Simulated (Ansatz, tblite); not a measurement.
Cost and result up the ladder for the cluster NaPb₂⁻ (the lowest singlet isomer of a short search) (3 atoms). Total charge -1; singlet. Geometry: B3LYP-D4/def2-TZVPD.

```xyz
3

Na    1.264   -0.007    1.349
Pb   -0.054   -1.160   -1.221
Pb   -1.210    1.166   -0.128
```

Ansatz on 4 threads of Arm Neoverse V2 on a shared host; xTB runs through tblite on one thread. Times are rough, summed over both states, and most runs start from the orbitals of an earlier one. RPA@PBE/def2-TZVPD serves as the yardstick here, not as an exact answer. The other state is a triplet at its own geometry, which has other bonds, so the gap mixes isomer and spin.

In the def2 sets Pb takes a core potential; there is no spin–orbit coupling. The xTB rows come from tblite. HSE06 is defined as in plane-wave codes, on full-range PBE exchange. Correlated methods freeze 9 core orbitals; core or outer-core shells of Na, Pb are correlated, in sets that lack core-valence functions. HOMO above LUMO, or a gap near zero within one spin, warns that the state may not be the lowest or that an electron is smeared out. The structure comes from a short search, and lower isomers may exist.

Run but left out: HF/def2-TZVPD, HF/def2-TZVPPD (singlet: restricted singlet, unstable towards broken spin symmetry); LC-ωPBE/def2-TZVPD, MP2/def2-TZVPD, MP2/def2-TZVPPD, CCSD/def2-TZVPPD, CCSD(T)/def2-TZVPPD (triplet: ⟨S²⟩ 2.41 to 3.44, where a pure state has 2.00).

Correlated methods converge slowly with the basis.

xTB has no spin-polarisation term.

```csv
level,functions,wall time,triplet − singlet (eV),difference from RPA@PBE/def2-TZVPD (eV),remarks
GFN1-xTB,12,0.002 s,2.84,2.08,–
GFN2-xTB,12,0.002 s,2.03,1.26,–
revPBE-D4/def2-TZVPD,147,7.4 s,0.55,-0.22,"HOMO above zero (singlet), HOMO above zero (triplet)"
PBE-D4/def2-TZVPD,147,7.4 s,0.72,-0.05,"HOMO above zero (singlet), HOMO above zero (triplet)"
HSE06-D4/def2-TZVPD (with forces),147,8.3 s,0.65,-0.12,"HOMO above zero (singlet), HOMO above zero (triplet)"
BLYP-D4/def2-TZVPD,147,8.7 s,0.64,-0.13,"HOMO above zero (singlet), HOMO above zero (triplet), gap within one spin near zero (triplet)"
RPA@PBE/def2-TZVPD,147,9.5 s,0.77,0.00,–
PBE0-D4/def2-TZVPD,147,11 s,0.63,-0.13,HOMO above zero (triplet)
CAM-B3LYP-D4/def2-TZVPD,147,14 s,0.60,-0.17,–
r2SCAN-D4/def2-TZVPD,147,19 s,0.72,-0.05,"HOMO above zero (singlet), HOMO above zero (triplet)"
```
